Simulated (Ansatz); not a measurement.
Program: Ansatz. Geometries: PBE0-D4/def2-TZVP. ΔE: electronic, gas phase. CBS: MP2 limit from def2 TZ/QZ plus the TZ coupled-cluster correction, frozen cores. DFT in def2-TZVPP. One conformer a species, not always the lowest.

Reaction (ligand exchange at the Si–O bond): `C[SiH](F)O[SiH2]O` + `O[Si](O)(O)S` → `O[SiH2]S[Si](O)(O)O` + `C[SiH](O)F`

`C[SiH](F)O[SiH2]O`:

Z-matrix (Å, degrees):
```
C
Si 1 1.845
H 1 1.093 2 110.5
H 1 1.093 2 111.0 3 -120.0
H 1 1.093 2 110.4 3 119.7
F 2 1.604 1 108.2 3 -179.7
O 2 1.626 1 112.0 3 -61.3
H 2 1.479 1 113.7 3 61.5
Si 7 1.637 2 140.5 1 -73.7
O 9 1.639 7 111.5 2 4.8
H 9 1.477 7 109.0 2 121.1
H 9 1.483 7 107.3 2 -117.2
H 10 0.959 9 118.0 7 -69.5
```

`O[Si](O)(O)S`:

Cartesian coordinates in Å:
```
O 0.074 -1.012 -1.242
Si 0.041 0.084 -0.037
O -1.349 0.916 -0.224
O 1.245 1.188 -0.052
S 0.245 -0.986 1.786
H -0.370 -0.758 -2.054
H -1.476 1.691 0.325
H 2.134 0.871 0.116
H -0.545 -1.995 1.382
```

`O[SiH2]S[Si](O)(O)O`:

Cartesian coordinates in Å:
```
O -0.997 0.301 -1.656
Si -0.937 -1.298 -1.254
S -0.064 -1.562 0.684
Si 0.707 0.425 0.887
O 1.545 0.488 2.275
O -0.542 1.486 0.988
O 1.641 0.879 -0.359
H -1.343 0.903 -0.986
H -2.281 -1.924 -1.210
H -0.106 -1.923 -2.306
H 2.287 -0.107 2.388
H -1.107 1.403 1.760
H 1.198 0.929 -1.212
```

`C[SiH](O)F`:

Z-matrix (Å, degrees):
```
C
Si 1 1.851
H 1 1.093 2 110.5
H 1 1.093 2 110.6 3 -119.8
H 1 1.093 2 111.4 3 119.7
O 2 1.634 1 113.2 3 179.7
F 2 1.601 1 107.2 3 -59.2
H 2 1.477 1 113.7 3 59.6
H 6 0.958 2 119.0 1 51.4
```

```
              species  ωB97M-V energy (Eh)
  `C[SiH](F)O[SiH2]O`           -871.84587
       `O[Si](O)(O)S`           -915.99187
`O[SiH2]S[Si](O)(O)O`          -1281.99805
         `C[SiH](O)F`           -505.82114
```

(1) Work out ΔE.

Largest T1 diagnostic among the species: 0.012.

## Answers

(1) ΔE = (-1281.99805) + (-505.82114) − (-871.84587) − (-915.99187) = 0.01855 Eh = +0.50 eV. CCSD(T)/CBS gives +0.53 eV.

In def2-TZVPP, CCSD(T) changes the Hartree–Fock value by −0.30 eV (the triples alone add −0.07 eV) and MP2 by −0.35 eV. The D4 term adds −0.09 eV with B3LYP and −0.04 eV with PBE0; it sums over pairs of atoms, weighted by their polarisabilities, and B3LYP, whose exchange is more repulsive, gets the larger term. From PBE to PBE0 (25 % exact exchange), in def2-TZVPP and without D4, ΔE moves by +0.06 eV.

B3LYP here is the variant with VWN-RPA as its local correlation; programs differ in this.
